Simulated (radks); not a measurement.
Problem. Te45+, 7 electrons, occupied as [He] 2s2 2p3 (the NIST ground configuration). All-electron calculation, scalar-relativistic Kohn-Sham, PBE, spin-polarised, spherical densities, finite nucleus; open shells are filled with parallel spins first (spin-orbit coupling, left out, can overturn this in heavy ions); Fermi nuclear charge, rms radius 4.7423 fm. Program: a radial shooting solver on a logarithmic mesh with Libxc functionals. Some entries of the table are withheld. Estimate them.

| orbital | occ. | eigenvalue (eV) | <r^2> (bohr^2) |
|---|---|---|---|
| 1s up | 1 | -35385.18 | (1) |
| 1s down | 1 | -35349.49 | (2) |
| 2s up | 1 | (3) | 0.01554 |
| 2s down | 1 | (4) | 0.01565 |
| 2p up | 3 | -7730.061 | 0.01200 |
| 2p down | 0 | -7657.090 | 0.01211 |

Solution. 
(1) 1s up <r^2> (bohr^2): 0.001043
(2) 1s down <r^2> (bohr^2): 0.001041
(3) 2s up eigenvalue (eV): -8135.060
(4) 2s down eigenvalue (eV): -8073.847
